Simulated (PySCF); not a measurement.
sulfur tetrafluoride cation (F4S), SMILES FS(F)(F)F (connectivity only; charge and spin as stated), charge +1, multiplicity 2. Atoms are numbered in the order given.

```xyz
5

F      1.1943     0.0000     0.7072
S      0.0000     0.0000    -0.2403
F      0.0000    -1.5652    -0.4936
F      0.0000     1.5652    -0.4936
F     -1.1943     0.0000     0.7072
```
Charge +1, spin multiplicity 2.

Geometry: PBE0-D3(BJ)/def2-SVP. The spin state was assumed, not searched.

Two levels are set side by side: PBE/pcH-1 (PySCF) and B3LYP/pcH-1 (PySCF). Contact hyperfine couplings, same geometry. Differences are taken from unrounded values.

```json
[
 {"quantity": "A(iso) of 19F, atom F1 (MHz)", "PBE": "78.2"},
 {"quantity": "A(iso) of 33S, atom S2 (MHz)", "PBE": "714.5"},
 {"quantity": "A(iso) of 19F, atom F3 (MHz)", "PBE": "319.8"},
 {"quantity": "A(iso) of 19F, atom F4 (MHz)", "PBE": "319.8"},
 {"quantity": "A(iso) of 19F, atom F5 (MHz)", "PBE": "78.2"}
]
```

### Question
These are the PBE values. What does B3LYP give? (Estimate from the structure and the level; the computed values follow.)

### Answer

| quantity | B3LYP | PBE minus B3LYP |
|---|---|---|
| A(iso) of 19F, atom F1 (MHz) | 67.2 | 11.0 |
| A(iso) of 33S, atom S2 (MHz) | 736.9 | -22.5 |
| A(iso) of 19F, atom F3 (MHz) | 338.1 | -18.4 |
| A(iso) of 19F, atom F4 (MHz) | 338.1 | -18.3 |
| A(iso) of 19F, atom F5 (MHz) | 67.2 | 11.0 |

Rough cost on one machine, each run with all the roots and properties that it gave: B3LYP against PBE within a factor of 2.
